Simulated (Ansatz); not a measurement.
Consider the substitution at a C–B bond: `CBCBO` + `C#CNCN` → `C#CN(C)CN` + `BCBO`.

Calculated with Ansatz (gas phase, PBE0-D4/def2-TZVP geometries, no zero-point term in ΔE). CBS: MP2 limit from def2 TZ/QZ plus the TZ coupled-cluster correction, frozen cores. Functionals use def2-TZVPP. B3LYP here is the variant with VWN-RPA as its local correlation; programs differ in this. One conformer a species, not always the lowest.

`CBCBO`:

Z-matrix (Å, degrees):
```
C
B 1 1.559
H 1 1.095 2 112.2
H 1 1.092 2 115.4 3 -126.3
H 1 1.100 2 107.0 3 114.3
C 2 1.555 1 123.6 3 135.8
H 2 1.203 1 118.2 3 -43.6
B 6 1.573 2 107.9 1 -107.6
H 6 1.098 2 108.4 1 139.7
H 6 1.095 2 113.2 1 16.8
O 8 1.355 6 123.0 2 107.7
H 8 1.198 6 121.6 2 -71.1
H 11 0.962 8 113.3 6 0.9
```

`C#CNCN`:

Cartesian coordinates in Å:
```
C 0.452 0.765 2.579
C 0.222 0.732 1.398
N 0.023 0.658 0.076
C -0.175 -0.677 -0.514
N -0.034 -0.708 -1.934
H 0.661 0.809 3.620
H -0.618 1.354 -0.282
H 0.575 -1.322 -0.052
H -1.161 -1.079 -0.254
H -0.789 -0.233 -2.409
H 0.844 -0.298 -2.227
```

`C#CN(C)CN`:

Cartesian coordinates in Å:
```
C 1.820 1.156 1.147
C 0.951 0.741 0.422
N 0.005 0.251 -0.385
C -0.923 1.215 -0.945
C -0.609 -1.016 0.058
N 0.315 -2.057 0.357
H 2.605 1.529 1.759
H -1.642 1.588 -0.202
H -0.368 2.063 -1.345
H -1.476 0.743 -1.760
H -1.234 -0.836 0.944
H -1.266 -1.329 -0.758
H 0.902 -1.805 1.143
H 0.920 -2.242 -0.433
```

`BCBO`:

Cartesian coordinates in Å:
```
B -1.049 0.935 -0.506
C 0.411 0.513 -0.237
B 0.406 -1.034 0.074
O 0.636 -1.535 1.309
H -1.674 1.561 0.303
H -1.599 0.597 -1.514
H 0.904 1.085 0.555
H 0.978 0.582 -1.176
H 0.188 -1.843 -0.782
H 0.800 -0.860 1.974
```

(1) Is it downhill or uphill in electronic energy at CCSD(T)/CBS, and by how much? (An estimate is asked.)

(2) What do these levels give: ωB97M-V, PBE, r2SCAN, B3LYP, HF/def2-TZVPP, MP2/def2-TZVPP, SCS-MP2/def2-TZVPP, CCSD/def2-TZVPP, CCSD(T)/def2-TZVPP, HF/def2-QZVPP, MP2/def2-QZVPP, CCSD/CBS(def2)? (Best estimate.)

Largest T1 diagnostic among the species: 0.013.

Answers

(1) Ansatz gave: Uphill: ΔE = +16.1 kcal/mol.

(2) Computed: ωB97M-V 16.7, PBE 17.8, r2SCAN 17.4, B3LYP 17.3, HF/def2-TZVPP 16.0, MP2/def2-TZVPP 15.2, SCS-MP2/def2-TZVPP 14.7, CCSD/def2-TZVPP 15.9, CCSD(T)/def2-TZVPP 15.5, HF/def2-QZVPP 16.0, MP2/def2-QZVPP 15.6, CCSD/CBS(def2) 16.5 kcal/mol.

The D4 term adds −1.2 kcal/mol with B3LYP and −0.6 kcal/mol with PBE0; it sums over pairs of atoms, weighted by their polarisabilities, and B3LYP, whose exchange is more repulsive, gets the larger term.
